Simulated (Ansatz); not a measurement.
System: 2-methylpropane-1-selenol, C4H10Se, charge 0, multiplicity 1. SMILES: CC(C)C[SeH]
Coordinates optimised at B3LYP-D3(BJ)/def2-TZVP (Ansatz, a first-principles code):
```xyz
15

C     -1.4468     2.4066     0.5322
C     -1.0910     0.9876     0.0802
C     -1.9403    -0.0466     0.8189
C      0.4042     0.7538     0.2765
Se     0.9649    -1.0151    -0.4362
H     -2.5061     2.6113     0.3655
H     -1.2464     2.5367     1.5990
H     -0.8692     3.1559    -0.0125
H     -1.3038     0.9071    -0.9908
H     -1.7329    -0.0199     1.8920
H     -1.7451    -1.0614     0.4686
H     -3.0035     0.1543     0.6771
H      0.6646     0.7884     1.3342
H      0.9832     1.5048    -0.2562
H      2.3949    -0.6741    -0.4922
```

Computed values are from Ansatz. Correlated levels leave the core frozen unless marked. UHF or UKS for open shells. Spin-orbit coupling is left out. Frozen are the shells of the preceding noble gas and the d and f shells that filled before the atom's block. No relativistic terms. CBS(X,Y): correlation extrapolated as X^-3; Hartree-Fock from the larger set. The bracket is a focal-point correction in the basis named.

Question: What is the vertical ionisation energy (to the doublet) at RI-MP2/CBS(aug-cc-pVTZ,aug-cc-pVQZ)+[CCSD(T)-MP2]/aug-cc-pVTZ?

Answer: 8.83 eV.

Question: What is the atomisation energy De at CCSD(T)/CBS(cc-pVTZ,cc-pVQZ)?

Answer: 1339.6 kcal/mol.

Question: What is the dipole moment at CCSD(T)/aug-cc-pVDZ?

Answer: 1.58 D.

Question: What is the total energy at CCSD(T)/CBS(cc-pVTZ,cc-pVQZ)?

Answer: -2558.3063 Eh.

Question: What is the vertical triplet-singlet gap at RI-MP2/CBS(aug-cc-pVTZ,aug-cc-pVQZ)+[CCSD(T)-MP2]/aug-cc-pVTZ?

Answer: 4.60 eV.
